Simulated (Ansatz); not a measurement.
`[CH2][Al]([CH3])[Br]`• → Al• + Br• + 2 C• + 5 H•  (atomization)

Calculated with Ansatz (gas phase, PBE0-D4/def2-TZVP geometries, no zero-point term in ΔE). CBS: MP2 limit from def2 TZ/QZ plus the TZ coupled-cluster correction, frozen cores. This one scheme is used for every species, atoms too. DFT in def2-TZVPP. B3LYP here is the variant with VWN-RPA as its local correlation; programs differ in this. No spin–orbit coupling; open shells (•) take unrestricted orbitals. Spin–orbit coupling would lower the free atoms: a little for Al, C; clearly for Br. Bonds to Br are less sure, by a few kJ/mol each and by 10 to 20 or more in all where they break to atoms, as the def2 sets lack core-valence functions. Scalar relativity is left out up to krypton.

```csv
level,ΔE (eV),difference from CCSD(T)/CBS
PBE-D4,32.51,0.27
r2SCAN-D4,32.54,0.30
B97M-V,32.37,0.13
B3LYP-D4,32.10,-0.14
B2PLYP,31.82,-0.42
PBE-QIDH,32.17,-0.07
revPBE,31.37,-0.87
BLYP,31.45,-0.79
LC-ωPBE,32.14,-0.10
MP2/def2-QZVPP,32.27,0.03
CCSD(T)/CBS,32.24,0
```

Largest T1 diagnostic among the species: 0.018.

Leaving LDA and LC-ωPBE aside and taking each functional with its dispersion term where it has one, the values, not all of them listed here, spread over 0.93 eV, from BHLYP-D4 to r2SCAN-D4. LDA lies +3.57 eV from PBE without D4, its usual overbinding. From BLYP to BHLYP (50 % exact exchange), in def2-TZVPP and without D4, ΔE moves by −0.08 eV: exact exchange takes away binding that semilocal exchange gives to molecules.

For atomizations the MP2-based limit and the directly extrapolated one differ by several kJ/mol either way, and by 10 to 25 for some Ge, Se and Sn compounds, so smaller differences from it don't rank the levels.
